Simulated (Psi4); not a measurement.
C3H6Cl (SMILES [CH2]CCCl), doublet, at a GFN2-xTB geometry. Base run: PBE0/STO-3G run with Psi4.

Psi4 was given this input:
```
memory 2 GB

molecule {
0 2
C     1.01004519   -0.59141257    0.01804838
C     2.39623104   -0.09879675   -0.00017113
C     0.02437817    0.59306770   -0.01533662
H     0.81435877   -1.16953832    0.92361527
H     0.80953602   -1.21837179   -0.85418657
Cl   -1.66354710    0.01486371   -0.00038923
H     2.86745217    0.16131528   -0.92770128
H     2.89985337    0.14732831    0.91380985
H     0.15203642    1.22921107    0.85976434
H     0.15313749    1.18022195   -0.92392847
}

set {
  basis sto-3g
  reference uks
}

energy('pbe0')
print_variables()
```

The base run was repeated with changes; each row names its change, and settings that it needs were set with it.

| change | ΔE vs base (mEh) | SCF cycles | grid points | basis functions |
|---|---|---|---|---|
| base | 0.000 | 8 | 211439 | 30 |
| dft_spherical_points = 434 | -0.008 | 8 | 303562 | 30 |
| cholesky_tolerance = 1e-6 (with scf_type cd) | 1.482 | 8 | 211439 | 30 |
| dft_spherical_points = 590 | -0.006 | 8 | 412447 | 30 |
| dft_spherical_points = 974 | -0.006 | 8 | 680405 | 30 |
| guess = sapgau | 0.000 | 10 | 211439 | 30 |
| scf_type = dfdirj+link | -0.298 | 8 | 211439 | 30 |
| dft_radial_scheme = mura | 0.004 | 8 | 215118 | 30 |
| scf_type = direct | 1.477 | 11 | 211439 | 30 |
| e_convergence = 1e-8 | 0.000 | 8 | 211439 | 30 |
| dft_radial_points = 35 | 0.410 | 8 | 100511 | 30 |
| guess = gwh | 0.000 | 9 | 211439 | 30 |
| scf_type = dfdirj+cosx | -0.428 | 9 | 211439 | 30 |

Open shells are given as the SCF converged; they aren't shown to be the lowest states, and a large step between rows can be another state.
